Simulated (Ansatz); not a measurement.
HO2Si, SMILES [Si](O)[O] (connectivity only; charge and spin as stated), neutral, multiplicity 2.

The structure is a stationary point at r2SCAN-D4/def2-TZVP. Other conformers were not sampled.

Two levels are set side by side: PBE/def2-TZVPD (Ansatz, a first-principles code) and CAM-B3LYP/def2-TZVPD (Ansatz). Energy differences of separate SCF runs at the same geometry; the states with an electron removed or added have multiplicity 1 and 1. Differences are taken from unrounded values.

| quantity | CAM-B3LYP |
|---|---|
| vertical ionisation energy (eV) | 10.29 |
| vertical electron affinity (eV) | 2.20 |

**Question.** What does PBE give, and how far is it from CAM-B3LYP? (The exact figures need the calculation; the answer reports its results.)

**Answer.** 
| quantity | PBE | PBE minus CAM-B3LYP |
|---|---|---|
| vertical ionisation energy (eV) | 9.87 | -0.42 |
| vertical electron affinity (eV) | 2.01 | -0.19 |
